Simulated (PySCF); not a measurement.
# Worked example: oscillator strength and radiative lifetime

O2W, SMILES [O]=[W]=[O], multiplicity 1.

Coordinates come from a PBE0-D3(BJ)/def2-TZVP optimisation. The spin state was assumed, not searched. The def2 effective core potentials stand for the cores of W; spin–orbit coupling is left out.

TDDFT-PBE/def2-TZVPD run with PySCF 2.14.0 puts the first singlet state with f over 0.02 at 1.96 eV (vertical), with the transition dipole (0.000, 0.000, -0.793) in atomic units.

Find the oscillator strength, the wavelength and the radiative lifetime that this transition would have in vacuum if emission retraced absorption.


|μ|² = 0.6288 au, so |μ| = 2.02 D. ΔE = 1.96/27.211 = 0.0720 hartree. f = (2/3) ΔE |μ|² = 0.030 (the program prints 0.030).
λ = 1239.84/1.96 = 633 nm; ν = 15808 cm⁻¹.
Einstein's coefficient A = 0.6670 ν² f s⁻¹ (ν in cm⁻¹) = 5000000 s⁻¹, so τ = 1/A = 200 ns. This state is S2; the lower singlet has f = 0.015. The figure is the radiative limit of this one transition; relaxation, internal conversion, crossing to triplets and a medium change what is measured.
